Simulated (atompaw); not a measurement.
## Before and after: PAW (atompaw) potential for bromine

atompaw 4.2.0.5 input, output lines left out:

```
Br 35
GGA-PBE scalarrelativistic loggrid 1500 logderivrange -5 5 251
4 4 3 0 0 0
4 1 3
0 0 0
c
c
c
v
c
c
v
c
1
1.60 1.55 1.55 0.95
y
-1.95
n
y
-1.6
n
custom rrkj gramschmidtortho besselshape
2 0.5 troulliermartins
1.30
1.30
1.60
1.60
```

Change: augmentation besselshape compensation charge, radius 1.55 bohr; PAW radius 1.60 bohr; waves and projectors: custom polynom2 7 10 vanderbiltortho.

Cutoffs: the cutoffs (Ry, on a coarse ladder) from which the occupation-weighted sum of valence levels, in a spherical-Bessel basis at the reference potential, stays within 10 and 1 mRy of its value at 400 Ry; they do not see the model core or the augmentation charge, which bear on the density cutoff.

Task: What does the change do?

Result: The potential gets softer (25 Ry and 45 Ry → 21 Ry and 40 Ry); the range in which the p phases agree widens (upper end 1.9 → 4.4); neither file shows a bound ghost.

| quantity | base | changed |
| --- | --- | --- |
| cutoff, loose | 25 Ry | 21 Ry |
| cutoff, tight | 45 Ry | 40 Ry |
| loose cutoff by channel (10 mRy a level) | s 21 Ry, p 10 Ry | s 18 Ry, p 10 Ry |
| bound ghosts | none | none |
| s: phases at 1.61 bohr within 0.05 rad from the reference energy up to (Ry; the scan ends near 5) | to the end of the scan | to the end of the scan |
| p: phases at 1.61 bohr within 0.05 rad from the reference energy up to (Ry; the scan ends near 5) | 1.9 | 4.4 |
| lowest overlap eigenvalue by channel | s 0.32, p 0.66 | s 0.15, p 0.02 |

 The cutoffs see the waves, projectors and local potential, not the compensation charge or the core.
